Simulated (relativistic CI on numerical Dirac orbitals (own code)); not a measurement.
# Tc²⁺: L2,3 absorption edge

Computed with this model: Dirac-Coulomb-Breit CI, separate exchange-only KLI orbitals for each configuration, a model potential for QED, valence Slater integrals scaled by 0.7, multiplet model of core-to-valence dipole absorption; configurations [Kr] 4d5 → [He] 2s2 2p5 3s2 3p6 3d10 4s2 4p6 4d6; 300 K; Lorentzian 2.4 eV and Gaussian 0.5 eV FWHM. Energies are those of the free ion, without screening or charge transfer. The branching ratio is the share of the lower-energy edge in the whole absorption, uncertain by about 0.02 where the edges overlap. S is read from ⟨S²⟩ = S(S + 1).

Field parameters in Wybourne normalisation: Td as Oh with Dq negative (B⁴₀ = 21Dq, B⁴₄ = √(5/14) B⁴₀). The field is a parameter set, without covalency.

free ion: ground-state S = 2.49, centroid 2713.60 eV, branching ratio 0.712. Peaks (eV, height): 2680.0 (100), 2796.5 (40).

Td, 10Dq = -10000 cm⁻¹: ground-state S = 2.48, centroid 2712.53 eV, branching ratio 0.721. Peaks (eV, height): 2680.0 (100), 2796.8 (38).

Td, 10Dq = -15250 cm⁻¹: ground-state S = 0.59, centroid 2706.04 eV, branching ratio 0.774. Peaks (eV, height): 2679.8 (100), 2796.0 (28).

The statistical ratio of this edge is 2/3 = 0.667. Values above it arise where the holes sit mainly in the j = l + 1/2 valence subshell or the ground state has high spin; values below it where core-valence Coulomb terms move weight to the upper edge, as in nearly empty shells. At deep edges of heavy elements the radial integrals of the two core levels differ, which raises the baseline.

Strongest unbroadened transitions for Td, 10Dq = -10000 cm⁻¹:

| Energy (eV) | Relative strength |
| --- | --- |
| 2678.71 | 45.7 |
| 2678.74 | 30.0 |
| 2679.07 | 32.3 |
| 2680.00 | 38.9 |
| 2680.02 | 35.9 |
| 2680.15 | 63.6 |
| 2680.19 | 84.2 |
| 2680.20 | 100.0 |
| 2680.27 | 83.4 |
| 2680.35 | 90.0 |
| 2680.36 | 23.5 |
| 2795.65 | 33.5 |
| 2795.67 | 22.2 |
| 2795.94 | 21.6 |
| 2796.86 | 39.5 |
| 2796.87 | 41.2 |
| 2797.24 | 24.9 |
| 2797.25 | 31.4 |
